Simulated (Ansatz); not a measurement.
Harmonic frequencies (cm⁻¹) at PBE0-D4/def2-TZVP from Ansatz: 123, 128, 384, 426, 492, 633, 679, 712, 736, 869, 901, 964, 977, 1018, 1040, 1084, 1088, 1173, 1216, 1299, 1358, 1449, 1506, 1618, 1630, 3104, 3105, 3162, 3170, 3194.

Task: Which molecule is it?
A. `[Li][O][Si](C)(C)C`
B. `[Li][S]C`
C. `[Li][c]1ccccc1`
D. `[Li][N](C)C`

Result: C.
